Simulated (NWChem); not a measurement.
# The standard entropy of InNH2F2 (SMILES [NH2][In]([F])[F]) from a frequency calculation

A singlet with charge 0, relaxed at BP86/def2-SVP (core potential) (NWChem 7.3.0):

```xyz
6

N     0.1592   -2.0463    0.0000
In   -0.0280   -0.0022    0.0000
F     0.0331    1.0925    1.6387
F     0.0331    1.0925   -1.6387
H    -0.3144   -2.4391    0.8283
H    -0.3144   -2.4391   -0.8283
```

Harmonic wavenumbers in cm⁻¹: 97, 126, 140, 217, 505, 589, 598, 651, 844, 1477, 3383, 3487.

Masses in u: N 14.007, In 114.818, F 18.998, H 1.008. Take T = 298.15 K, p = 1 bar, R = 8.3145 J/(mol K), kT/hc = 207.22 cm⁻¹, rigid rotor and harmonic oscillator.

Question: Work out S° at 298 K.

Answer: 
1. Translation (Sackur–Tetrode): S = R[3/2 ln M + 5/2 ln T − 1.1517] with M = 168.837 gives 172.8 J/(mol K).
2. Rotation: principal moments 104.078, 116.333, 219.086 u Å² give A, B, C = 0.162, 0.1449, 0.0769 cm⁻¹; the symmetry number is σ = 1; q = (√π/σ)√((kT/hc)³/ABC) = 124442; S = R(ln q + 3/2) = 110.0.
3. Vibration: with u = ν̃/207.22, each mode gives R[u/(eᵘ − 1) − ln(1 − e⁻ᵘ)]; the sum is 56.2, most from 97 cm⁻¹ (14.7), 126 cm⁻¹ (12.6), 140 cm⁻¹ (11.7).
4. Spin: R ln 1 = 0.0.
5. Sum: 172.8 + 110.0 + 56.2 + 0.0 = 339.0 J/(mol K).

No measured value is set beside it here. Where a soft mode is a torsion, a harmonic oscillator describes it poorly.
